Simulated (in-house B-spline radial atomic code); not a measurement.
**Binding energies in Ag⁵⁺**

NIST's tabulated ground configuration is [Kr] 4d6; each binding energy is the energy of the ion with one electron taken from that subshell, relaxed, less that of the parent. Method: Dirac-Hartree-Fock, average of configuration, Fermi nucleus of rms radius 4.5454 fm. Calculated with an all-electron radial atomic-structure program (B-spline basis). Energies include first-order Breit, QED and recoil terms.

| subshell | X-ray name | binding energy (eV) | -ε (eV) | relaxation (eV) |
| --- | --- | --- | --- | --- |
| 1s | K | 25606 | 25743.9 | 59.3 |
| 2s | L1 | 3906.1 | 3943.8 | 29.8 |
| 2p1/2 | L2 | 3618.4 | 3659.0 | 33.0 |
| 2p3/2 | L3 | 3445.5 | 3482.8 | 32.0 |
| 3s | M1 | 812.5 | 824.3 | 10.5 |
| 3p1/2 | M2 | 697.8 | 709.8 | 10.9 |
| 3p3/2 | M3 | 666.5 | 677.7 | 10.5 |
| 4s | N1 | 188.9 | 191.2 | 2.1 |
| 4p1/2 | N2 | 149.5 | 151.6 | 1.9 |
| 4p3/2 | N3 | 144 | 145.9 | 1.8 |
| 4d | N4,5 | 84.79 | 85.99 | 1.21 |

Relaxation = -ε minus the binding energy without Breit, QED and recoil terms.

Emission lines follow as differences of binding energies, with λ = 12398.42 eV·Å / E:

| line | holes | energy (eV) | wavelength (Å) |
| --- | --- | --- | --- |
| K-L3 | 1s → 2p3/2 | 22160.5 | 0.55948 |
| K-L2 | 1s → 2p1/2 | 21987.6 | 0.56388 |
| K-M3 | 1s → 3p3/2 | 24939.5 | 0.49714 |
| L1-M3 | 2s → 3p3/2 | 3239.6 | 3.8271 |
| L3-M1 | 2p3/2 → 3s | 2633.0 | 4.7089 |

Q: What screening constant σ does Moseley's law, E = (3/4)·13.6057 eV·(Z - σ)², need for K-L3?

A: σ = 0.40.

Moseley's non-relativistic formula needs a falling, then negative, screening constant for heavy elements, because relativity binds the 1s electron more strongly than the formula allows.

Q: What does it cost to remove both a 1s and a 4p1/2 electron?

A: 25783 eV, which is 27.73 eV more than the two single binding energies together.

Q: What does it cost to remove both a 2p3/2 and a 4d electron?

A: 3553.5 eV, which is 23.23 eV more than the two single binding energies together.

Q: What does it cost to remove both a 3s and a 4p1/2 electron?

A: 987.19 eV, which is 25.15 eV more than the two single binding energies together.
